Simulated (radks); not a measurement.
Trend from Sc4+ to Zn4+: ionisation energy by Delta-SCF between NIST ground configurations, and size. All-electron calculation, Dirac Kohn-Sham, PBE, spin-unpolarised, spherical densities, point nucleus; open shells fill j = l - 1/2 first. Program: a radial shooting solver on a logarithmic mesh with Libxc functionals.

species  configuration  IE (eV)  NIST (eV)       kind   -e(HOMO) (eV)  r at 0.001 e/bohr^3 (bohr)
Sc4+      [Ne] 3s2 3p5   92.984      91.95  semi-emp.  83.168 (3p3/2)                        2.59
Ti4+              [Ar]   99.502      99.30       exp.  89.160 (3p3/2)                        2.52
V4+           [Ar] 3d1   65.282     65.282       exp.  55.232 (3d3/2)                        2.54
Cr4+          [Ar] 3d2   68.442      69.46  semi-emp.  58.052 (3d3/2)                        2.54
Mn4+          [Ar] 3d3   71.511       72.4  semi-emp.  60.784 (3d3/2)                        2.53
Fe4+          [Ar] 3d4   74.498       75.0  semi-emp.  63.438 (3d3/2)                        2.51
Co4+          [Ar] 3d5   77.167       79.5  semi-emp.  65.803 (3d5/2)                        2.49
Ni4+          [Ar] 3d6   79.990       76.1  semi-emp.  68.304 (3d5/2)                        2.46
Cu4+          [Ar] 3d7   82.752         80  semi-emp.  70.749 (3d5/2)                        2.44
Zn4+          [Ar] 3d8   85.458         83  semi-emp.  73.141 (3d5/2)                        2.41

Reference values: NIST Atomic Spectra Database (exp. = measured, semi-emp. = semi-empirical, theory = theoretical value adopted there). Spin polarisation and multiplet splitting are left out, so open shells lie too high by an amount that depends on their filling.

Beside tabulated values, note that spin-unpolarised runs miss the spin-polarisation part of the exchange energy of open shells.
